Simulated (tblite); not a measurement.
A geometry optimisation, step by step.

C5H9ClOSi2.
Numbering: `[O:1]=[C:2]([SiH2:3][Cl:4])[SiH:5]1[CH2:6][CH:7]=[CH:8][CH2:9]1` (hydrogens: H10, H11 on Si3; H12 on Si5; H13, H14 on C6; H15 on C7; H16 on C8; H17, H18 on C9)

Computed with GFN2-xTB (tblite), gas phase: L-BFGS steps from a force-field or distance-geometry start until the largest atomic force falls under 0.01 eV/Å. 9 of its 238 geometries are shown.

Step 0: E = -743.1327 eV, largest atomic force 3.548 eV/Å
```
atom  x, y, z in Å  |  force x, y, z in eV/Å
O1     -1.414   -0.831   -1.656    0.065  -0.100  -0.198
C2     -1.418   -0.456   -0.493   -0.125  -0.306  -1.408
Si3    -2.918    0.367    0.161   -2.615   1.330   0.648
Cl4    -2.577    2.343    0.723   -0.089  -1.018  -0.239
Si5     0.038   -0.727    0.585    1.373  -0.696   1.330
C6      1.431   -1.343   -0.502   -0.081  -1.260  -0.328
C7      1.967   -0.041   -0.958    1.624  -1.538  -2.754
C8      1.750    1.012   -0.254    0.389   3.337   0.126
C9      0.967    0.876    0.978   -1.127  -0.053   0.816
H10    -3.994    0.321   -0.874    0.477   0.191   0.300
H11    -3.448   -0.449    1.285    0.320   0.325  -0.116
H12    -0.200   -1.543    1.751   -0.336  -0.242   0.397
H13     1.036   -1.949   -1.354    0.652   0.287   0.573
H14     2.181   -1.932    0.079   -0.433   0.328  -0.684
H15     2.555    0.001   -1.907   -0.452  -0.128   0.867
H16     2.128    2.020   -0.555   -0.298  -0.883   0.321
H17     0.256    1.705    1.183    0.968  -0.213   0.158
H18     1.651    0.632    1.797   -0.314   0.641   0.191
```

Step 30: E = -743.8031 eV, largest atomic force 0.088 eV/Å
```
atom  x, y, z in Å  |  force x, y, z in eV/Å
O1     -1.500   -0.839   -1.597    0.005  -0.045  -0.017
C2     -1.512   -0.520   -0.422   -0.038  -0.028  -0.006
Si3    -3.119    0.347    0.230    0.014  -0.051  -0.044
Cl4    -2.533    2.209    0.729   -0.075  -0.020   0.033
Si5     0.103   -0.807    0.618   -0.027   0.044  -0.024
C6      1.472   -1.359   -0.582    0.041  -0.007  -0.021
C7      2.112   -0.056   -0.966    0.026   0.026  -0.051
C8      1.850    1.020   -0.245    0.033   0.016   0.005
C9      0.925    0.888    0.930   -0.007   0.042   0.017
H10    -4.084    0.395   -0.860    0.018   0.051   0.015
H11    -3.660   -0.351    1.394    0.075   0.041   0.020
H12    -0.211   -1.628    1.789    0.011   0.000   0.024
H13     1.118   -1.888   -1.466   -0.055   0.013   0.004
H14     2.224   -1.998   -0.116   -0.024  -0.067   0.036
H15     2.772   -0.035   -1.819    0.050  -0.018  -0.032
H16     2.281    1.986   -0.461    0.019   0.018   0.016
H17     0.247    1.738    0.980   -0.048   0.010   0.006
H18     1.507    0.905    1.853   -0.016  -0.026   0.019
```

Step 59: E = -743.8552 eV, largest atomic force 0.065 eV/Å
```
atom  x, y, z in Å  |  force x, y, z in eV/Å
O1     -1.794   -1.232   -1.436    0.032   0.001   0.004
C2     -1.640   -0.633   -0.387    0.015  -0.029  -0.056
Si3    -3.172    0.315    0.319   -0.022   0.021   0.023
Cl4    -2.613    2.153    0.925    0.021  -0.018   0.003
Si5     0.089   -0.723    0.491   -0.001  -0.005   0.001
C6      1.449   -1.291   -0.715   -0.022  -0.016  -0.021
C7      2.356   -0.099   -0.823   -0.006  -0.027   0.041
C8      2.069    0.990   -0.132    0.015   0.008   0.029
C9      0.853    1.005    0.750   -0.005   0.020  -0.013
H10    -4.170    0.448   -0.730   -0.014  -0.009  -0.009
H11    -3.649   -0.431    1.478   -0.025  -0.011   0.031
H12    -0.090   -1.515    1.716    0.000   0.013  -0.010
H13     1.052   -1.548   -1.698   -0.016  -0.010  -0.034
H14     2.010   -2.164   -0.377    0.004   0.012   0.027
H15     3.222   -0.165   -1.465   -0.021  -0.014  -0.014
H16     2.682    1.878   -0.176    0.008   0.042   0.018
H17     0.194    1.825    0.464    0.032   0.023   0.014
H18     1.144    1.192    1.785    0.005  -0.001  -0.034
```

Step 89: E = -743.8626 eV, largest atomic force 0.030 eV/Å
```
atom  x, y, z in Å  |  force x, y, z in eV/Å
O1     -1.794   -1.222   -1.475    0.017   0.017   0.014
C2     -1.666   -0.632   -0.419   -0.010  -0.003   0.003
Si3    -3.215    0.252    0.337    0.003  -0.001  -0.008
Cl4    -2.598    2.063    0.968   -0.006   0.001   0.023
Si5     0.067   -0.658    0.460   -0.016   0.017   0.004
C6      1.424   -1.273   -0.724   -0.005  -0.010   0.006
C7      2.385   -0.121   -0.796    0.008  -0.021  -0.001
C8      2.124    0.981   -0.116    0.000  -0.005  -0.030
C9      0.876    1.052    0.717    0.009   0.004  -0.018
H10    -4.240    0.425   -0.681    0.006  -0.016   0.002
H11    -3.679   -0.523    1.485    0.011   0.010  -0.011
H12    -0.113   -1.406    1.713   -0.009  -0.014  -0.010
H13     1.038   -1.507   -1.718    0.006   0.014   0.001
H14     1.938   -2.170   -0.378    0.009  -0.002   0.011
H15     3.268   -0.232   -1.409   -0.012   0.014  -0.002
H16     2.772    1.846   -0.140    0.001  -0.013   0.016
H17     0.266    1.899    0.404   -0.005  -0.001  -0.004
H18     1.138    1.233    1.760   -0.006   0.009   0.002
```

Step 118: E = -743.8686 eV, largest atomic force 0.023 eV/Å
```
atom  x, y, z in Å  |  force x, y, z in eV/Å
O1     -1.728   -0.916   -1.608    0.008   0.008   0.012
C2     -1.659   -0.507   -0.464    0.000  -0.011  -0.009
Si3    -3.267    0.161    0.380    0.007   0.003  -0.008
Cl4    -2.777    1.925    1.219    0.011  -0.009   0.003
Si5     0.051   -0.573    0.451   -0.004   0.014  -0.006
C6      1.398   -1.288   -0.686   -0.004  -0.002   0.001
C7      2.423   -0.194   -0.761   -0.002   0.001   0.012
C8      2.196    0.947   -0.135   -0.007  -0.007   0.016
C9      0.917    1.120    0.634   -0.005   0.016   0.000
H10    -4.302    0.354   -0.625   -0.002   0.012   0.008
H11    -3.666   -0.769    1.431    0.004  -0.002   0.001
H12    -0.170   -1.259    1.731   -0.007  -0.010   0.001
H13     1.020   -1.516   -1.685    0.004  -0.003   0.003
H14     1.853   -2.207   -0.312    0.001   0.010  -0.002
H15     3.321   -0.372   -1.335    0.010  -0.003   0.000
H16     2.895    1.771   -0.153   -0.009   0.002  -0.013
H17     0.352    1.962    0.231   -0.004  -0.016   0.004
H18     1.134    1.369    1.674   -0.001  -0.003  -0.023
```

Step 148: E = -743.8723 eV, largest atomic force 0.033 eV/Å
```
atom  x, y, z in Å  |  force x, y, z in eV/Å
O1     -1.740   -0.842   -1.660    0.007  -0.003   0.025
C2     -1.669   -0.492   -0.498   -0.024   0.011  -0.020
Si3    -3.256    0.142    0.409    0.013   0.007  -0.007
Cl4    -2.685    1.813    1.379   -0.007  -0.013   0.001
Si5     0.036   -0.561    0.422   -0.008  -0.009   0.000
C6      1.406   -1.299   -0.671    0.016   0.006  -0.001
C7      2.447   -0.218   -0.715    0.007  -0.006   0.010
C8      2.197    0.942   -0.132    0.004  -0.003  -0.001
C9      0.880    1.145    0.560    0.006   0.004  -0.006
H10    -4.310    0.450   -0.545    0.001   0.007  -0.002
H11    -3.656   -0.863    1.389   -0.012  -0.006   0.007
H12    -0.197   -1.220    1.716    0.006   0.002  -0.006
H13     1.058   -1.519   -1.683   -0.001  -0.004   0.010
H14     1.835   -2.223   -0.284   -0.001   0.006  -0.002
H15     3.375   -0.421   -1.230   -0.007   0.004  -0.006
H16     2.903    1.760   -0.137   -0.005  -0.001  -0.005
H17     0.327    1.952    0.077    0.001   0.004  -0.005
H18     1.040    1.462    1.591    0.001  -0.007   0.007
```

Step 178: E = -743.8754 eV, largest atomic force 0.043 eV/Å
```
atom  x, y, z in Å  |  force x, y, z in eV/Å
O1     -1.760   -0.832   -1.671    0.009  -0.010  -0.012
C2     -1.682   -0.478   -0.512    0.018   0.015   0.036
Si3    -3.272    0.130    0.412    0.012  -0.005   0.007
Cl4    -2.640    1.589    1.651   -0.001  -0.003  -0.006
Si5     0.029   -0.531    0.407   -0.009   0.017  -0.017
C6      1.423   -1.313   -0.627   -0.004   0.007   0.001
C7      2.453   -0.225   -0.719    0.005   0.020   0.013
C8      2.198    0.953   -0.178   -0.016   0.012  -0.004
C9      0.881    1.176    0.507   -0.011   0.007   0.023
H10    -4.256    0.655   -0.523    0.016  -0.001  -0.001
H11    -3.794   -0.974    1.211   -0.006   0.000  -0.011
H12    -0.211   -1.161    1.713   -0.004   0.004   0.016
H13     1.099   -1.610   -1.626   -0.004   0.017  -0.005
H14     1.861   -2.200   -0.168   -0.013  -0.012   0.002
H15     3.382   -0.440   -1.226    0.014  -0.011  -0.018
H16     2.896    1.777   -0.210    0.017  -0.014  -0.024
H17     0.337    1.985    0.015   -0.009  -0.035  -0.005
H18     1.047    1.505    1.534   -0.014  -0.008   0.009
```

Step 207: E = -743.8838 eV, largest atomic force 0.040 eV/Å
```
atom  x, y, z in Å  |  force x, y, z in eV/Å
O1     -1.747   -1.251   -1.429    0.002  -0.006  -0.022
C2     -1.638   -0.647   -0.380    0.005   0.008   0.034
Si3    -3.204    0.232    0.343   -0.018   0.007   0.001
Cl4    -2.548    1.254    1.954   -0.011  -0.007  -0.015
Si5     0.083   -0.596    0.520    0.000  -0.012  -0.006
C6      1.451   -1.317   -0.588    0.008   0.002  -0.010
C7      2.375   -0.156   -0.817    0.005  -0.012   0.005
C8      2.088    1.015   -0.275   -0.007   0.006  -0.003
C9      0.837    1.158    0.544    0.000   0.000  -0.009
H10    -3.765    1.150   -0.641    0.020  -0.022   0.027
H11    -4.170   -0.778    0.759    0.005   0.020  -0.006
H12    -0.079   -1.217    1.840   -0.007   0.003   0.000
H13     1.066   -1.686   -1.541    0.011   0.005   0.004
H14     1.998   -2.145   -0.136   -0.018   0.009  -0.003
H15     3.255   -0.316   -1.423   -0.002   0.009   0.014
H16     2.717    1.884   -0.404   -0.016  -0.005  -0.002
H17     0.192    1.925    0.112    0.011  -0.001   0.000
H18     1.080    1.498    1.551    0.011  -0.004  -0.009
```

Step 237: E = -743.8856 eV, largest atomic force 0.009 eV/Å
```
atom  x, y, z in Å  |  force x, y, z in eV/Å
O1     -1.787   -1.466   -1.268   -0.001   0.001   0.001
C2     -1.635   -0.745   -0.301    0.001  -0.001   0.003
Si3    -3.146    0.289    0.327    0.001   0.000  -0.001
Cl4    -2.586    1.031    2.116    0.000   0.000  -0.001
Si5     0.108   -0.641    0.552    0.000  -0.001   0.004
C6      1.477   -1.321   -0.581    0.000   0.001   0.002
C7      2.344   -0.125   -0.850   -0.001  -0.006  -0.001
C8      2.017    1.043   -0.325   -0.006   0.001   0.000
C9      0.785    1.144    0.529   -0.002   0.001   0.004
H10    -3.397    1.386   -0.601    0.002   0.000   0.000
H11    -4.313   -0.567    0.481    0.000  -0.001   0.001
H12     0.005   -1.249    1.883   -0.002   0.002  -0.009
H13     1.088   -1.723   -1.518    0.006   0.005   0.001
H14     2.068   -2.117   -0.126   -0.001   0.004  -0.001
H15     3.217   -0.256   -1.472    0.002  -0.003  -0.003
H16     2.601    1.938   -0.487   -0.002  -0.004  -0.001
H17     0.096    1.878    0.108    0.003  -0.001   0.000
H18     1.049    1.508    1.522    0.001   0.002   0.001
```

Problem. Summarise the path.

Solution. The energy falls by 72.65 kJ/mol from step 0 to step 237; nine tenths of that is first reached at step 34. It rises by more than 0.2 meV at step 45. The largest force goes from 3.548 to 0.009 eV/Å. Among the bonds C2–Si5 changes most, from 1.832 to 1.943 Å; the atoms move by 0.810 Å rms after alignment.

The cost below is that of the whole relaxation. The run took 8.4 s wall on Intel Xeon at 2.50 GHz, one thread, shared host with 64 logical CPUs at a one-minute load of 63.
